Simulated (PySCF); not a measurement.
Molecule: SMILES C=C[C@@H](Cl)[C@@](C)(F)C=O, C$_{6}$H$_{8}$ClFO.

Bonds (- single, = double, # triple, : aromatic): C1=C2, C2-C3, C3-Cl4, C3-C5, C5-C6, C5-F7, C5-C8, C8=O9. C1 carries H10, H11; C2 carries H12; C3 carries H13; C6 carries H14, H15, H16; C8 carries H17. Stereochemistry as in C=C[C@@H](Cl)[C@@](C)(F)C=O. H10 is cis to C3; H11 is trans to C3.

Frames of a GFN2-xTB Langevin trajectory at 200 K; GIAO PBE0/pcSseg-1 shieldings in PySCF, gas phase, non-relativistic; equivalent atoms averaged within each frame.

References, each an isolated molecule treated in the same way: 13C (σref 186.93), 1H (σref 31.72) vs TMS; 35Cl (σref 949.78) against HCl; 19F (σref 170.95) against CFCl3; 17O (σref 336.08) vs H2O. The references are static minima.

How do the shifts (ppm) fluctuate along the trajectory?

Results:


```csv
time (fs),C8,C2,C1,C5,C3,C6,Cl4,F7,O9,H17
optimised geometry,214.3,142.8,127.8,103.7,74.2,23.5,157,-207.1,695.0,10.19
250,210.0,137.7,123.3,102.0,76.8,24.6,147,-205.7,702.2,10.21
425,214.3,152.1,129.3,104.7,78.6,20.1,185,-174.6,722.2,9.80
625,210.5,144.5,126.3,99.6,68.5,34.3,131,-208.4,687.2,10.17
800,210.9,152.2,130.4,109.9,62.7,26.6,143,-178.8,672.3,10.11
1000,212.4,144.7,126.9,99.6,72.7,23.4,165,-196.7,709.5,10.78
mean of frames,211.6,146.2,127.2,103.2,71.9,25.8,154,-192.8,698.7,10.22
standard deviation,1.8,6.1,2.8,4.3,6.4,5.3,21,15.4,19.5,0.35
```

5 frames give an uncertainty of the mean of about the standard deviation over 2.2 at best, since frames this close in time may not be independent; classical motion lacks zero-point vibration, and the reference would need the same averaging.
